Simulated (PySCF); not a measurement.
tert-butylthiol (C4H10S), SMILES CC(C)(C)S.

Geometry: PBE-D3(BJ)/def2-SVP. Other conformers were not sampled.

Computed with PBE-D3(BJ)/def2-SVP run with PySCF 2.14.0.

Frequencies are harmonic and unscaled.

```csv
mode,ν (cm⁻¹),IR (km/mol),moving atoms (share of kinetic energy)
1,204,9.3,H 98 %
2,252,6.9,H 95 %
3,277,0.8,"H 45 %, C 38 %, S 17 %"
4,277,0.4,H 92 %
5,292,0.1,"H 85 %, C 14 %"
6,294,2.1,"C 47 %, H 38 %, S 15 %"
7,357,0.6,"S 39 %, C 32 %, H 29 %"
8,387,0.8,"C 57 %, H 41 %"
9,392,0.8,"C 58 %, H 37 %"
10,576,3.5,"C 54 %, H 24 %, S 22 %"
11,811,0.9,"C 62 %, H 36 %"
12,848,2.5,"H 85 %, C 12 %"
13,907,0.2,"H 63 %, C 37 %"
14,916,0.4,"H 61 %, C 39 %"
15,924,0.0,"H 82 %, C 18 %"
16,1004,0.2,"H 67 %, C 33 %"
17,1013,1.7,"H 71 %, C 28 %"
18,1143,38.1,"C 56 %, H 44 %"
19,1205,5.3,"C 68 %, H 32 %"
20,1216,1.2,"C 67 %, H 33 %"
21,1330,11.2,"H 75 %, C 25 %"
22,1330,11.5,"H 76 %, C 24 %"
23,1355,1.5,"H 80 %, C 20 %"
24,1392,0.0,H 96 %
25,1401,0.1,H 97 %
26,1406,0.2,H 97 %
27,1419,8.9,H 94 %
28,1421,7.4,H 94 %
29,1436,7.2,H 95 %
30,2603,9.6,H 97 %
31,2956,17.5,H 97 %
32,2960,30.8,H 97 %
33,2969,17.5,H 97 %
34,3042,0.5,"H 91 %, C 9 %"
35,3046,35.4,"H 91 %, C 9 %"
36,3059,16.4,"H 91 %, C 9 %"
37,3068,7.1,"H 90 %, C 10 %"
38,3072,13.2,"H 91 %, C 9 %"
39,3074,17.8,"H 91 %, C 9 %"
```
